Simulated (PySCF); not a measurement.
C2H7NSi3. Atoms are numbered in the order given.

```xyz
13

C      3.3234     0.6881     0.0000
C      2.2719     0.0730     0.0000
Si     0.6653    -0.8022     0.0000
Si    -0.9829     0.0794     1.4469
N     -1.8769     0.5396     0.0000
Si    -0.9829     0.0794    -1.4469
H      4.2528     1.2278     0.0000
H      0.8783    -2.2761     0.0000
H     -0.5727     1.2330     2.3047
H     -1.7185    -0.8839     2.3243
H     -2.7760     1.0158     0.0000
H     -1.7185    -0.8839    -2.3243
H     -0.5727     1.2330    -2.3047
```
Charge 0, spin multiplicity 1.

The structure is a stationary point at B3LYP-D3(BJ)/def2-SVP. The structure was generated by enumeration, and PubChem lists no compound with its InChIKey, so it may never have been made.

These are HF/pcSseg-1 (PySCF) values and carry that method's errors.

GIAO shieldings, no solvent; atoms alike by connectivity are averaged. δ = σ(ref) − σ: ¹³C against TMS (σ = 192.6 ppm); ²⁹Si against TMS (σ = 393.8 ppm); ¹⁵N against NH3 (σ = 267.3 ppm); ¹H against TMS (σ = 31.99 ppm), references at their B3LYP-D3(BJ)/def2-TZVP geometries, non-relativistic.

```
nucleus              atoms  count  δ (ppm)
-------  -----------------  -----  -------
¹³C                     C1      1    116.6
¹³C                     C2      1     81.8
²⁹Si              Si4, Si6      2    -23.7
²⁹Si                   Si3      1    -64.1
¹⁵N                     N5      1     12.2
¹H       H9, H10, H12, H13      4     5.08
¹H                      H8      1     4.53
¹H                      H7      1     3.26
¹H                     H11      1     0.37
```
